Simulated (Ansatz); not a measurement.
Energy needed to pull apart ZnHO (SMILES [O][ZnH]), doublet, into free ground-state atoms, from the structure below (displaced at random from a GFN2-xTB minimum); no zero-point or spin–orbit terms; open-shell atoms are treated unrestricted, in their ground-state multiplicity.

O1  (-1.258, 0.631, -0.608)
Zn2  (0.221, 0.294, 0.194)
H3  (1.018, -0.926, 0.549)
(Å)

Computed with Ansatz 0.2.0 (basis: def2-TZVPP); correlated methods freeze the cores; orbitals are unrestricted. The 3s and 3p shells of Cu and Zn are frozen; filled d shells are correlated.

```csv
method,atomization energy (kcal/mol)
PBE-D4,104.1
r2SCAN-D4,106.8
B97M-V,?
PBE0-D4,97.7
r2SCANh-D4,103.7
wB97M-V,100.0
HF,51.2
MP2,97.0
CCSD,?
CCSD(T),94.2
```

What does B97M-V give? (To be estimated.)

By the calculation: 101.6 kcal/mol, which is about 7.5 kcal/mol more than CCSD(T)/def2-TZVPP.

What does CCSD give? (To be estimated.)

By the calculation: 91.5 kcal/mol, which is about 2.7 kcal/mol less than CCSD(T)/def2-TZVPP.

In triple zeta the MP2 and coupled-cluster atomization energies are still short of their basis limit by a few kcal/mol a bond, whereas those of the functionals are nearly converged, so these differences are not deviations from converged CCSD(T).

No T1 diagnostic of these runs exceeds 0.023. ⟨S²⟩ of the unrestricted Hartree–Fock references: 0.76 (a pure state has 0.75).

For scale, one of the runs: CCSD(T)/def2-TZVPP forces, 109 basis functions (an equivalent command: `ansatz run in.yaml --threads 4`). The run took 3.6 min on 4 CPU threads (shared host), with 2.1 GiB of host memory at its peak.
